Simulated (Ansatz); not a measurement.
Basis sets compared for AlSi6. Total charge 0; doublet. Geometry B3LYP-D4/def2-SVP. Ansatz on 4 threads of Intel Xeon on a shared host; times are rough, and most runs start from earlier orbitals.

```xyz
7

Al    1.538   -0.931    0.536
Si    0.024    1.167   -0.268
Si   -0.623   -0.351   -2.053
Si    0.264    0.537    2.074
Si   -0.976   -1.199    0.230
Si    1.735    0.028   -1.705
Si   -1.962    0.750    1.187
```

The structure comes from a short search, and lower isomers may exist.

Binding counts from free atoms (Al doublet, Si triplet) in the same basis, without a counterpoise term.

| level | functions | energy (Eh) | HOMO (eV) | LUMO (eV) | binding per atom (eV) | wall time |
| --- | --- | --- | --- | --- | --- | --- |
| PBE-D4/def2-SVP | 126 | -1977.7546 | -4.97 | -4.40 | 3.37 | 9.6 s |
| PBE0-D4/def2-SVP | 126 | -1977.9048 | -5.82 | -3.86 | 3.22 | 17 s |

(1) Estimate the rows for PBE-D4/def2-TZVP (with forces), PBE0-D4/def2-TZVP.

## Answers

(1) 
| level | functions | energy (Eh) | HOMO (eV) | LUMO (eV) | binding per atom (eV) | wall time |
| --- | --- | --- | --- | --- | --- | --- |
| PBE-D4/def2-TZVP (with forces) | 259 | -1978.4447 | -4.84 | -4.28 | 3.42 | 20 s |
| PBE0-D4/def2-TZVP | 259 | -1978.5901 | -5.67 | -3.69 | 3.28 | 56 s |
